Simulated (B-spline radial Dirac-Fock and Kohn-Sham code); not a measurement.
**X-ray scattering factor of Pt⁴³⁺**

System: Pt⁴³⁺, [Ar] 3d10 4s2 4p5.

Method: Dirac-Fock densities. Computed with a radial finite-basis atomic code. f₀ is the Fourier transform of the spherical electron density, S the Waller-Hartree incoherent function, and s = sin θ/λ.

```tsv
s (Å⁻¹)	f₀	S
0	35.000	0.000
0.06	34.952	0.049
0.08	34.914	0.086
0.09	34.892	0.109
0.11	34.838	0.163
0.14	34.739	0.262
0.17	34.616	0.384
0.22	34.362	0.635
0.27	34.047	0.941
0.33	33.595	1.375
0.41	32.876	2.046
0.5	31.930	2.901
0.62	30.490	4.142
0.76	28.639	5.651
0.94	26.156	7.565
1.16	23.210	9.753
1.43	20.010	12.151
1.77	16.764	14.714
2.18	13.752	17.240
2.69	10.818	19.854
3.32	8.102	22.570
4.1	6.075	25.244
5.06	4.907	27.650
```

f₀ starts at the number of electrons, 35, and has fallen to half at s ≈ 1.69 Å⁻¹. The sum of ⟨r²⟩ over the electrons is 1.820 bohr².
